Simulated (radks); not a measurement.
Br+, configuration [Ar] 3d10 4s2 4p4. Method: Dirac Kohn-Sham, LDA (Slater exchange, Perdew-Wang correlation), spin-unpolarised, spherical densities, finite nucleus; open shells are shared between the two j in proportion to 2j + 1; Fermi nuclear charge, rms radius 4.1629 fm; computed with a radial shooting solver on a logarithmic mesh with Libxc functionals.

Normalised radial functions P(r) = r R(r) (large component), r in bohr:

r	3d3/2	4p1/2	4d3/2
0.002231	0.0000	0.0013	0.0000
0.003464	0.0000	0.0025	0.0000
0.005379	0.0001	0.0052	0.0000
0.008352	0.0004	0.0110	0.0001
0.01297	0.0015	0.0228	0.0002
0.02014	0.0049	0.0460	0.0007
0.03127	0.0159	0.0875	0.0023
0.04855	0.0486	0.1499	0.0070
0.07538	0.1358	0.2137	0.0195
0.117	0.3341	0.2121	0.0479
0.1817	0.6864	0.0520	0.0972
0.2822	1.1046	-0.2387	0.1510
0.4381	1.2964	-0.3602	0.1559
0.6803	1.0435	-0.0238	0.0594
1.056	0.5399	0.5441	-0.1316
1.64	0.1576	0.7888	-0.3486
2.547	0.0204	0.5364	-0.4913
3.954	0.0008	0.1743	-0.4673
6.14	0.0000	0.0210	-0.2788
9.533	0.0000	0.0006	-0.0894
14.8	0.0000	0.0000	-0.0116

3d3/2: eigenvalue -78.820 eV, 0 radial nodes, <r> = 0.588 bohr, 90 % of the charge inside 0.970 bohr. 4p1/2: eigenvalue -18.026 eV, 2 radial nodes at r = 0.198, 0.694 bohr, <r> = 1.93 bohr, 90 % of the charge inside 2.93 bohr. 4d3/2 (empty): eigenvalue -3.643 eV, 1 radial node at r = 0.795 bohr, <r> = 3.97 bohr, 90 % of the charge inside 6.40 bohr.
